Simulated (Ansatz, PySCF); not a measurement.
Hf(Cl)2(OH) (Cl₂HHfO), SMILES [OH][Hf]([Cl])[Cl] (connectivity only; charge and spin as stated), neutral, multiplicity 2. Atoms are numbered in the order given.

```xyz
5

Hf    -0.0698    -0.2146     0.0740
Cl    -1.9807    -1.5926    -0.1503
Cl     0.1320     1.8360    -1.0901
O      1.3453    -0.7716     1.2237
H      2.0573    -1.0522     1.8022
```
Charge 0, spin multiplicity 2.

Coordinates come from a B3LYP-D3(BJ)/def2-SVP optimisation. The spin state was assumed, not searched. The isomer is the one that the SMILES or the coordinates give; other isomers of the formula were not compared. The def2 effective core potentials stand for the cores of Hf; spin–orbit coupling is left out. One conformer was computed; it need not be the lowest.

Two levels are set side by side: PBE-D3(BJ)/def2-SVP (Ansatz, an electronic-structure program) and B3LYP-D3(BJ)/def2-SVP (Ansatz). Each level has its own optimised geometry; the coordinates shown are those of the second. Frequencies come from the Hessian of PySCF at each geometry. Differences are taken from unrounded values.

```json
[
 {"quantity": "mean bond length (Å)", "B3LYP-D3(BJ)": "1.900", "PBE-D3(BJ)": "1.899", "PBE-D3(BJ) minus B3LYP-D3(BJ)": "-0.001"},
 {"quantity": "bond Hf1–Cl2 (Å)", "B3LYP-D3(BJ)": "2.367", "PBE-D3(BJ)": "2.361", "PBE-D3(BJ) minus B3LYP-D3(BJ)": "-0.005"},
 {"quantity": "bond Hf1–Cl3 (Å)", "B3LYP-D3(BJ)": "2.367", "PBE-D3(BJ)": "2.361", "PBE-D3(BJ) minus B3LYP-D3(BJ)": "-0.005"},
 {"quantity": "bond Hf1–O4 (Å)", "B3LYP-D3(BJ)": "1.906", "PBE-D3(BJ)": "1.905", "PBE-D3(BJ) minus B3LYP-D3(BJ)": "-0.001"},
 {"quantity": "bond O4–H5 (Å)", "B3LYP-D3(BJ)": "0.959", "PBE-D3(BJ)": "0.967", "PBE-D3(BJ) minus B3LYP-D3(BJ)": "0.007"},
 {"quantity": "highest harmonic wavenumber (cm⁻¹)", "B3LYP-D3(BJ)": "3962", "PBE-D3(BJ)": "3868", "PBE-D3(BJ) minus B3LYP-D3(BJ)": "-94"},
 {"quantity": "mean harmonic wavenumber (cm⁻¹)", "B3LYP-D3(BJ)": "715", "PBE-D3(BJ)": "692", "PBE-D3(BJ) minus B3LYP-D3(BJ)": "-22"},
 {"quantity": "zero-point energy (kcal/mol)", "B3LYP-D3(BJ)": "9.20", "PBE-D3(BJ)": "8.91", "PBE-D3(BJ) minus B3LYP-D3(BJ)": "-0.29"}
]
```
